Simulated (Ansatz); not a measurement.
Mg₃Se₄⁻. Total charge -1; doublet. Geometry PBE-D4/def2-SVPD.

Cartesian coordinates in Å:
```
Mg -1.245 -1.126 -0.321
Mg 1.043 0.481 -1.309
Mg 0.311 0.446 1.654
Se 1.373 -1.512 0.322
Se 1.537 2.313 0.407
Se -2.080 -0.328 1.933
Se -0.939 -0.273 -2.686
```

At PBE-D4/def2-SVP, PBE-D4/def2-SVPD an occupied level of the charge -1 doublet lies above an empty one (by up to 0.03 eV), so this SCF solution is probably not the lowest. At PBE-D4/def2-SVP, PBE-D4/def2-SVPD, r2SCAN-D4/def2-SVP the gap within one spin of the charge -1 doublet nearly closes, so an electron or hole may be smeared out by delocalisation error. The geometry of the doublet was relaxed on an unsound state (an occupied level 0.02 eV above an empty one). Another isomer (doublet) lies 0.09 eV lower at PBE0-D4/def2-SVP.

Task: Estimate the α-spin orbital energies around the gap (eV) in Ansatz with PBE-D4/def2-SVP, PBE-D4/def2-SVPD, r2SCAN-D4/def2-SVP, PBE0-D4/def2-SVP, PBE0-D4/def2-SVPD.

Result: 
```tsv
orbital	PBE-D4/def2-SVP	PBE-D4/def2-SVPD	r2SCAN-D4/def2-SVP	PBE0-D4/def2-SVP	PBE0-D4/def2-SVPD
HOMO−9	-3.58	-3.80	-3.85	-4.85	-5.03
HOMO−8	-2.79	-3.02	-3.14	-4.07	-4.25
HOMO−7	-2.76	-2.98	-3.07	-4.00	-4.18
HOMO−6	-2.40	-2.65	-2.76	-3.64	-3.83
HOMO−5	-2.33	-2.55	-2.62	-3.30	-3.50
HOMO−4	-2.13	-2.38	-2.43	-3.28	-3.46
HOMO−3	-2.04	-2.29	-2.32	-3.14	-3.34
HOMO−2	-1.89	-2.15	-2.25	-3.02	-3.22
HOMO−1	-1.63	-1.89	-1.93	-2.59	-2.79
HOMO	-1.46	-1.72	-1.74	-2.37	-2.57
LUMO	0.93	0.71	1.21	1.49	1.28
LUMO+1	1.89	1.59	2.19	2.45	2.11
LUMO+2	1.90	1.59	2.23	2.57	2.21
LUMO+3	2.68	2.16	2.91	3.32	2.75
LUMO+4	3.61	2.59	4.01	4.21	2.99
LUMO+5	3.67	2.69	4.09	4.28	3.11
β HOMO	-1.24	-1.51	-1.46	-2.02	-2.23
β LUMO	-1.27	-1.53	-1.45	-1.08	-1.29
```
